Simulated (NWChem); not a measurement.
C₂H₅ClOSi; SMILES C=C[Si@H](O)Cl

All runs: NWChem. Pople sets run with spherical d functions. Structure relaxed at the B3LYP/6-31G* (spherical d) level. Level: PBE/6-31G* with SMD, gas-phase geometry; reactions with the solvents are ignored. One conformer.

| SMD term (kcal/mol) | water | ethyl acetate |
|---|---|---|
| distortion of the solute's density | 1.03 | 0.35 |
| polarisation | -8.66 | -4.32 |
| cavity, dispersion and structure | 3.81 | -1.11 |

Q: Sum the solvation free energies, find the transfer free energy from water to ethyl acetate and the partition coefficient at 298.15 K.

A: 
1. ΔG(solv, water) = -3.82 kcal/mol and ΔG(solv, ethyl acetate) = -5.08 kcal/mol (1 M gas to 1 M solution).
2. Transfer: -5.08 − (-3.82) = -1.26 kcal/mol.
3. log₁₀ K(ethyl acetate/water) = −ΔG/(RT ln 10) = 1.26/1.364 = 0.9, so the model puts more of the solute in ethyl acetate.
4. Of the transfer energy, 3.66 kcal/mol is electrostatic and -4.92 comes from the non-electrostatic term. The two phases are taken as the pure solvents.
